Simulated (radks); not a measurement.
The numbers below are computed, except where a source is named.
Q: These are the eigenvalues of the occupied orbitals of an atom or ion with whole-number occupations (eV). Code: a radial shooting solver on a logarithmic mesh with Libxc functionals. Model: scalar-relativistic Kohn-Sham, r2SCAN, spin-polarised, spherical densities, finite nucleus; meta-GGA in the generalised Kohn-Sham scheme; Fermi nuclear charge, rms radius of each element as measured or else 0.836 A^(1/3) + 0.57 fm.

| orbital | eigenvalue |
|---|---|
| 1s up | -18520.74 |
| 1s down | -18506.62 |
| 2s up | -4273.995 |
| 2s down | -4249.592 |
| 2p up | -4107.327 |

Which element is it, and in what charge state? The configuration may be excited. Open shells, if any, are filled with parallel spins first.

A: Z = 38, strontium, charge +33: Sr33+ in [He] 2s2 2p1. The list shows which subshells hold electrons but not how many an open one holds; the 1s level, -680.62 hartree, gives Z - s = 36.9 by -(Z - s)^2/2, which with screening and relativity narrows Z to a few neighbours, and the depths of the outer levels then fix element, charge and occupations together.
